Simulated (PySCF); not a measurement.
# Polarisability and C₆ of Cr³⁺ (chromium, charge +3)

[Ar] 3d3, high-spin 4F determinant. Computed with PySCF 2.14 in def2-TZVPPD (6s6p4d2f1g, 67 functions), with no relativity, point nucleus. Coupled (time-dependent) response in atomic units; α is the mean over directions.

```
method  mean α (bohr³)  C₆ (like pair)  S(−4)
   UHF           1.878           4.691  1.034
   PBE           2.061           5.127  1.627
  PBE0           1.996           4.975  1.390
```

S(−4) is the Cauchy moment in α(ω) = α(0) + S(−4) ω² + …

α(iu) at UHF:

| u (hartree) | α(iu) (bohr³) |
| --- | --- |
| 0 | 1.878 |
| 0.0500 | 1.875 |
| 0.100 | 1.868 |
| 0.200 | 1.838 |
| 0.300 | 1.794 |
| 0.500 | 1.677 |
| 0.750 | 1.513 |
| 1.00 | 1.354 |
| 1.50 | 1.074 |
| 2.00 | 0.8500 |
| 3.00 | 0.5472 |
| 5.00 | 0.2675 |

For an ion, C₆ is the dispersion term alone; charge-induced terms of lower order in 1/R come first.
